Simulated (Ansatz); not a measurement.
Mulliken charges of Cl$_{2}$FH$_{3}$O$_{2}$Si$_{2}$ (`O[Si@@H](Cl)O[Si@H](F)Cl`) from B3LYP/def2-TZVPP in Ansatz (PBE0-D4/def2-TZVP geometry).

| atom | x (Å) | y (Å) | z (Å) | charge (e) |
| --- | --- | --- | --- | --- |
| O1 | 0.179 | -0.979 | -1.897 | -0.359 |
| Si2 | -0.971 | -0.686 | -0.787 | 0.669 |
| Cl3 | -1.316 | -2.456 | 0.144 | -0.226 |
| O4 | -0.482 | 0.426 | 0.302 | -0.348 |
| Si5 | 0.699 | 0.984 | 1.247 | 0.729 |
| F6 | 1.761 | 1.726 | 0.333 | -0.305 |
| Cl7 | 1.653 | -0.531 | 2.198 | -0.214 |
| H8 | 0.546 | -0.242 | -2.389 | 0.192 |
| H9 | -2.226 | -0.185 | -1.368 | -0.075 |
| H10 | 0.158 | 1.942 | 2.217 | -0.063 |

Q: By hand: the dipole of these point charges (1 e Å = 4.8032 D).

A: Σ q r = (-0.368, 0.449, -0.142) e Å, of length 0.598 e Å = 2.87 D.

Q: How does the dipole of the full density compare? (Estimate.)

A: The calculation gave: (-0.136, 0.374, -0.167) e Å, 2.07 D; the point charges give 1.39 times that, at 20° from its direction.

Point charges leave out the atoms' own dipoles, such as those of lone pairs, and Mulliken's split depends on the basis, so the two needn't agree.

B3LYP here is the variant with VWN-RPA as its local correlation; programs differ in this.
